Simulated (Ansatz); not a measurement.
CH6GeO2Si can be A, `[OH][GeH]1[CH2]O[SiH2]1`, or B, `C1O[SiH2][GeH2][O]1`.

Isolated molecules relaxed with PBE0-D4/def2-TZVP in Ansatz; ΔE leaves out vibrations. CCSD(T)/CBS adds triple-zeta CCSD(T) − MP2 to the extrapolated MP2 energy (def2 sets, frozen cores). Functionals use def2-TZVPP. B3LYP here is the variant with VWN-RPA as its local correlation; programs differ in this. For Ge outer-core shells are correlated without core-valence functions, which leaves a few kJ/mol of doubt a bond. Scalar relativity is left out up to krypton. One conformer a species, not always the lowest.

A:

Z-matrix (Å, degrees):
```
Ge
C 1 2.007
O 1 1.786 2 112.9
Si 1 2.381 2 70.3 3 -114.9
H 1 1.546 2 117.1 3 125.8
O 2 1.436 1 99.4 3 121.2
H 2 1.094 1 112.1 3 4.2
H 2 1.093 1 115.6 3 -121.6
H 3 0.959 1 112.2 2 136.3
H 4 1.489 1 118.6 2 105.3
H 4 1.488 1 122.8 2 -114.2
```

B:

Z-matrix (Å, degrees):
```
C
O 1 1.389
O 1 1.420 2 113.5
H 1 1.100 2 110.9 3 -122.0
H 1 1.093 2 107.9 3 118.0
Ge 2 1.814 1 115.6 3 39.1
Si 3 1.654 1 119.7 2 -37.0
H 6 1.533 2 105.4 1 -145.3
H 6 1.542 2 108.9 1 96.8
H 7 1.487 3 112.3 1 -101.6
H 7 1.482 3 109.7 1 136.6
```

(1) Which isomer does CCSD(T)/CBS put lower? Give the gap. (Estimate.)

(2) Give E(B) − E(A) in kJ/mol with CCSD/def2-TZVPP, r2SCAN-D4, B3LYP, B2PLYP, ωB97M-V, MP2/def2-TZVPP, PBE-D4. (Best estimate.)

Largest T1 diagnostic: 0.013.

Results:

(1) Ansatz gave: B, by 24.5 kJ/mol.

(2) The calculation gave: CCSD/def2-TZVPP -29.0, r2SCAN-D4 -31.3, B3LYP -27.7, B2PLYP -27.3, ωB97M-V -28.3, MP2/def2-TZVPP -22.3, PBE-D4 -24.0. None reverses the order clearly.

From PBE to PBE0 (25 % exact exchange), in def2-TZVPP and without D4, E(B) − E(A) moves by −4.7 kJ/mol. In def2-TZVPP, CCSD(T) changes the Hartree–Fock value by +16.2 kJ/mol (the triples alone add +1.2 kJ/mol) and MP2 by +21.6 kJ/mol.
